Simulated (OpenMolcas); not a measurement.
# Computed transition rates of Au3+

| Quantity | Value |
| --- | --- |
| Program | OpenMolcas 26.06 |
| Method | SS-CASPT2, IPEA 0.25 Eh, imaginary shift 0.1 Eh (closed shells correlated: 5s 5p) |
| Basis | ANO-RCC-VQZP [9s8p6d4f2g1h] |
| Scalar Hamiltonian | DKH2, point nucleus |
| Active space | 8 electrons in 5 orbitals (5d) |
| State averaging | 2S+1 = 3 even, 10 roots; 2S+1 = 1 even, 15 roots |
| Spin-orbit coupling | state interaction with AMFI integrals over the reference wave functions, term energies averaged over their components |

Rates come from the transition moments of the reference wave functions (E1 and E2 in the length form). At fixed line strength A goes as λ^-3 for E1 and M1 and as λ^-5 for E2, so a rate at the computed wavelength can be rescaled to the measured one. Measured vacuum wavelengths follow from level energies in Zainab et al., Astrophys. J. Suppl. Ser. 267, 12 (2023). Branching counts decays inside the model space alone, at computed energies, and the table is only a selection of the M1 lines, drawn from those between levels with measured partners whose computed energy lies within a factor of 1.5 of the measured one.

| Upper | Lower | Type | λ computed (nm) | λ measured (nm) | A computed (s-1) | A rescaled (s-1) | Branching % |
| --- | --- | --- | --- | --- | --- | --- | --- |
| 5d⁸ ³P₁ | 5d⁸ ³P₀ | M1 | 2943 | 3026 | 5.88e-01 | 5.41e-01 | 2.0 |
| 5d⁸ ³F₃ | 5d⁸ ³F₄ | M1 | 807.4 | 813.4 | 4.73e+01 | 4.63e+01 | 98.5 |
| 5d⁸ ¹G₄ | 5d⁸ ³F₃ | M1 | 713.9 | 745.8 | 2.62e+00 |  | 8.6 |
| 5d⁸ ¹G₄ | 5d⁸ ³F₄ | M1 | 378.9 | 389.1 | 2.78e+01 |  | 90.9 |
| 5d⁸ ¹S₀ | 5d⁸ ³P₁ | M1 | 303 | 296 | 3.31e+02 |  | 90.3 |

Spin-changing lines and M1 lines between different terms are not rescaled, since their strength hangs on the term gaps too.

The largest correction is for 5d⁸ ³P₁ → 5d⁸ ³P₀ (M1): 5.88e-01 × (2943 / 3026)^3 = 5.41e-01 s-1, a factor of 0.92.

The computed rate and branching of 5d⁸ ³F₃ → 5d⁸ ³F₄ give the upper level a radiative lifetime of 0.985 / 4.73e+01 s-1 = 2.08e-02 s, counting decays inside the model space alone. The rescaled rate gives about 2.1e-02 s.

These are rates of the free ion; in crystals, glasses and complexes forced electric-dipole and non-radiative decay shorten such lifetimes by orders of magnitude. No measured rate stands beside these. Rescaling mends the energy factor alone: line strengths can still be far off where a level mixes with configurations outside the active space, and weak or spin-changing lines hang on small mixing coefficients that depend on the term gaps too, so rescaling need not improve them.

CASPT2 does not keep the components of a term degenerate, so their means are used; among the terms shown or strongly mixed into the levels shown the widest spread is 760 cm-1 (5d⁸ ¹G). Computed and measured levels are paired by configuration, term and J; levels that our copy of the source lacks, or whose pairing is in doubt (as where it misses far off the trend of its configuration), stay unpaired. Only configurations of the active space appear.
